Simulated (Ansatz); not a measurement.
Molecular dynamics of C2H11NSi2

Input file:

```yaml
crystal:
  periodic: [false, false, false]
  atoms:
    - { symbol: Si, position_ang: [-0.037073, -0.032891, -0.14955] }
    - { symbol: Si, position_ang: [0.151308, -0.041074, 2.110786] }
    - { symbol: H, position_ang: [-1.158639, -0.091528, 2.723718] }
    - { symbol: H, position_ang: [0.898448, -1.185039, 2.585723] }
    - { symbol: H, position_ang: [0.815619, 1.147228, 2.600291] }
    - { symbol: "N", position_ang: [1.501341, 0.01526, -1.07565] }
    - { symbol: C, position_ang: [2.366325, -1.184566, -0.81161] }
    - { symbol: H, position_ang: [1.792282, -2.100532, -1.031612] }
    - { symbol: H, position_ang: [3.24396, -1.153189, -1.481502] }
    - { symbol: H, position_ang: [2.745246, -1.254023, 0.231906] }
    - { symbol: C, position_ang: [2.306353, 1.249209, -0.780932] }
    - { symbol: H, position_ang: [3.184219, 1.277762, -1.450243] }
    - { symbol: H, position_ang: [1.687894, 2.140946, -0.978415] }
    - { symbol: H, position_ang: [2.681523, 1.311167, 0.264511] }
    - { symbol: H, position_ang: [-0.789321, 1.128321, -0.577668] }
    - { symbol: H, position_ang: [-0.725984, -1.227152, -0.592653] }
basis:
  gaussian: { orbitals: STO-3G }
hamiltonian:
  xc: r2scan
  dispersion: d4
md:
  timestep: 0.5
  n_steps: 150
  ensemble: nve_milne
  temperature: 1000.0
  initial_velocities: maxwell_boltzmann
  seed: 726755
```

Launched with:

```bash
$ ansatz run input.yaml --threads 1 --pin off --max-ram 2048MiB --backend cpu --events-out ev --progress --plain --runs-dir out
```

It starts from a relaxed structure.

Output, in part (step lines, the closing report, with atoms numbered from 0):

```
md step     0: t =     0.00 fs  T =  1000.0 K  F+E_penalty+E_count = -19268.20442357 eV  E_kin = 1.809640 eV  conserved = -19266.39478358 eV  (21 SCF iters)
[... lines left out ...]
Total energy: -19267.42999608 eV, -708.0649924230 hartree
Atom 0 at    -0.053969     0.253285    -0.087023 Å, force     2.187299    -2.350742     0.662353 eV/Å
Atom 1 at     0.110331    -0.414992     2.086964 Å, force    -0.818315     0.553671    -0.652371 eV/Å
Atom 2 at    -0.155201     0.731591     2.904529 Å, force     0.176567     0.223881     0.387869 eV/Å
Atom 3 at    -0.959362    -1.334612     2.358987 Å, force    -0.070528    -0.289411     0.073442 eV/Å
Atom 4 at     1.352731    -1.019316     2.434564 Å, force     0.421874    -0.143925     0.223846 eV/Å
Atom 5 at     1.501715    -0.083364    -1.032052 Å, force     0.188846     0.865050    -0.164249 eV/Å
Atom 6 at     2.516764    -0.849052    -0.252486 Å, force     1.254724     0.986081     2.009290 eV/Å
Atom 7 at     2.098009    -1.704915     0.277162 Å, force    -0.303146    -0.648373    -0.331517 eV/Å
Atom 8 at     3.363343    -1.136818    -0.879500 Å, force    -0.015539    -0.550829    -0.711463 eV/Å
Atom 9 at     3.059051    -0.261544     0.580888 Å, force    -0.992985    -0.245707    -0.860694 eV/Å
Atom 10 at     2.257760     1.169471    -1.447181 Å, force     2.160556    -0.393057    -1.502630 eV/Å
Atom 11 at     3.145160     0.934045    -2.193532 Å, force    -1.527353    -0.283271     1.979723 eV/Å
Atom 12 at     1.666385     1.797612    -2.117347 Å, force    -0.882358     0.640657     0.533272 eV/Å
Atom 13 at     2.726703     1.731772    -0.577266 Å, force    -0.650447    -0.177595    -0.829047 eV/Å
Atom 14 at    -0.459991     1.553007    -0.218142 Å, force    -0.486893     2.386613    -0.261993 eV/Å
Atom 15 at    -1.067870    -0.529478    -0.684066 Å, force    -0.642303    -0.573043    -0.555830 eV/Å
Dipole moment:     0.046830     0.142045     0.186415 e Å
```

The steps, from the saved trajectory:

```json
{"time (fs)": "0", "T (K)": "1000", "potential energy less start (eV)": "0.000", "conserved less start (meV/atom)": "0.00"}
{"time (fs)": "2.5", "T (K)": "533", "potential energy less start (eV)": "0.845", "conserved less start (meV/atom)": "-0.01"}
{"time (fs)": "5", "T (K)": "607", "potential energy less start (eV)": "0.712", "conserved less start (meV/atom)": "-0.02"}
{"time (fs)": "7.5", "T (K)": "684", "potential energy less start (eV)": "0.573", "conserved less start (meV/atom)": "-0.01"}
{"time (fs)": "10", "T (K)": "614", "potential energy less start (eV)": "0.698", "conserved less start (meV/atom)": "-0.01"}
{"time (fs)": "12.5", "T (K)": "707", "potential energy less start (eV)": "0.530", "conserved less start (meV/atom)": "-0.01"}
{"time (fs)": "15", "T (K)": "477", "potential energy less start (eV)": "0.946", "conserved less start (meV/atom)": "0.00"}
{"time (fs)": "17.5", "T (K)": "500", "potential energy less start (eV)": "0.904", "conserved less start (meV/atom)": "-0.01"}
{"time (fs)": "20", "T (K)": "808", "potential energy less start (eV)": "0.348", "conserved less start (meV/atom)": "0.00"}
{"time (fs)": "22.5", "T (K)": "394", "potential energy less start (eV)": "1.097", "conserved less start (meV/atom)": "-0.03"}
{"time (fs)": "25", "T (K)": "684", "potential energy less start (eV)": "0.571", "conserved less start (meV/atom)": "-0.01"}
{"time (fs)": "27.5", "T (K)": "461", "potential energy less start (eV)": "0.975", "conserved less start (meV/atom)": "-0.01"}
{"time (fs)": "30", "T (K)": "638", "potential energy less start (eV)": "0.655", "conserved less start (meV/atom)": "-0.01"}
{"time (fs)": "32.5", "T (K)": "632", "potential energy less start (eV)": "0.667", "conserved less start (meV/atom)": "-0.01"}
{"time (fs)": "35", "T (K)": "384", "potential energy less start (eV)": "1.115", "conserved less start (meV/atom)": "-0.03"}
{"time (fs)": "37.5", "T (K)": "638", "potential energy less start (eV)": "0.655", "conserved less start (meV/atom)": "-0.02"}
{"time (fs)": "40", "T (K)": "602", "potential energy less start (eV)": "0.720", "conserved less start (meV/atom)": "-0.01"}
{"time (fs)": "42.5", "T (K)": "534", "potential energy less start (eV)": "0.843", "conserved less start (meV/atom)": "-0.01"}
{"time (fs)": "45", "T (K)": "651", "potential energy less start (eV)": "0.631", "conserved less start (meV/atom)": "0.00"}
{"time (fs)": "47.5", "T (K)": "463", "potential energy less start (eV)": "0.972", "conserved less start (meV/atom)": "-0.02"}
{"time (fs)": "50", "T (K)": "772", "potential energy less start (eV)": "0.412", "conserved less start (meV/atom)": "0.00"}
{"time (fs)": "52.5", "T (K)": "519", "potential energy less start (eV)": "0.870", "conserved less start (meV/atom)": "-0.01"}
{"time (fs)": "55", "T (K)": "435", "potential energy less start (eV)": "1.022", "conserved less start (meV/atom)": "0.00"}
{"time (fs)": "57.5", "T (K)": "589", "potential energy less start (eV)": "0.743", "conserved less start (meV/atom)": "-0.01"}
{"time (fs)": "60", "T (K)": "477", "potential energy less start (eV)": "0.947", "conserved less start (meV/atom)": "-0.02"}
{"time (fs)": "62.5", "T (K)": "627", "potential energy less start (eV)": "0.674", "conserved less start (meV/atom)": "-0.01"}
{"time (fs)": "65", "T (K)": "425", "potential energy less start (eV)": "1.039", "conserved less start (meV/atom)": "-0.01"}
{"time (fs)": "67.5", "T (K)": "458", "potential energy less start (eV)": "0.981", "conserved less start (meV/atom)": "-0.01"}
{"time (fs)": "70", "T (K)": "649", "potential energy less start (eV)": "0.635", "conserved less start (meV/atom)": "-0.02"}
{"time (fs)": "72.5", "T (K)": "483", "potential energy less start (eV)": "0.936", "conserved less start (meV/atom)": "-0.02"}
{"time (fs)": "75", "T (K)": "572", "potential energy less start (eV)": "0.774", "conserved less start (meV/atom)": "-0.02"}
```

All steps were run. The conserved energy stayed within 0.084 meV per atom of its start (net change -0.015 meV per atom), so the integration is sound. Over the second half the temperature averaged 0.55 of the 1000 K drawn at the start: a run that starts near a minimum puts about half its kinetic energy into the potential. A run of 0.075 ps of so small a system gives no equilibrium averages. Limits of this set-up: minimal basis.

The same pairs are bonded in the first frame and the last. Pairs count as bonded within 1.25 times the sum of covalent radii (0.12 Å more for H–H).

Last frame:

```xyz
16
Properties=species:S:1:pos:R:3
Si -0.054 0.253 -0.087
Si 0.110 -0.415 2.087
H -0.155 0.732 2.905
H -0.959 -1.335 2.359
H 1.353 -1.019 2.435
N 1.502 -0.083 -1.032
C 2.517 -0.849 -0.253
H 2.098 -1.705 0.277
H 3.363 -1.137 -0.879
H 3.059 -0.262 0.581
C 2.258 1.169 -1.447
H 3.145 0.934 -2.193
H 1.666 1.798 -2.117
H 2.727 1.732 -0.577
H -0.460 1.553 -0.218
H -1.068 -0.529 -0.684
```

The run took 16 min on 1 thread of Arm Neoverse V1, on a shared host, peak memory 0.13 GiB.
